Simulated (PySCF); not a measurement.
Calculation: PBE-D3(BJ)/def2-TZVP // B3LYP-D3(BJ)/def2-TZVP in PySCF 2.14.0. All species are isolated molecules in the gas phase. One relaxed conformer stands for a flexible species; it need not be the lowest. Excitations are Tamm–Dancoff values on a coarser integration grid. The basis has no diffuse functions, so Rydberg states are missing or too high.

Reference species (SMILES): `N#CB(O)O` (neutral, multiplicity 1).

| Quantity | Result |
|---|---|
| S1 oscillator strength | 0.000 |
| S1–T1 gap (TDA) | 0.63 eV |

Changed species: `C(C)C#N` (X = ethyl; the reference has X = borono).

### Question
What does the change do to the S1 oscillator strength and S1–T1 gap (TDA)?

### Answer
the S1 oscillator strength is nearly the same; the S1–T1 gap (TDA) goes up by 0.48 eV, to 1.11 eV.
